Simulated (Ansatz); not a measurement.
`C[SiH2]/C(Cl)=C\F`, relaxed with RKS PBE-D4/def2-SVP in Ansatz 0.2.0 from a rough embedded geometry. The force threshold is 0.03 eV/Å; the program also tests the step.

Charge 0, multiplicity 1.

Start:

```xyz
12

C     1.473   -0.787   -0.656
Si    0.738    0.576    0.316
C    -1.032    0.212    0.795
Cl   -1.381    0.037    2.519
C    -2.004    0.161   -0.075
F    -1.841    0.351   -1.405
H     1.434   -1.721   -0.155
H     0.887   -0.893   -1.636
H     2.441   -0.558   -0.974
H     0.788    1.867   -0.429
H     1.560    0.757    1.538
H    -3.063   -0.001    0.161
```

How much energy does the relaxation release, and in how many steps? (Best estimate.)

The calculation gave: 29.20 kJ/mol, in 6 steps.

Which bonds change most? (An estimate is asked.)

Computed: C1–H9 from 1.044 to 1.109 Å; C1–Si2 from 1.829 to 1.886 Å; C1–H7 from 1.061 to 1.108 Å; C3–C5 from 1.305 to 1.348 Å.

Give the relaxed structure. (Estimate.)

The calculation gave: 
```xyz
12

C     1.465   -0.810   -0.690
Si    0.764    0.629    0.307
C    -1.027    0.247    0.813
Cl   -1.373   -0.135    2.486
C    -2.046    0.207   -0.069
F    -1.824    0.469   -1.373
H     1.454   -1.744   -0.092
H     0.854   -0.972   -1.600
H     2.510   -0.608   -1.002
H     0.782    1.892   -0.511
H     1.539    0.855    1.575
H    -3.099   -0.031    0.155
```
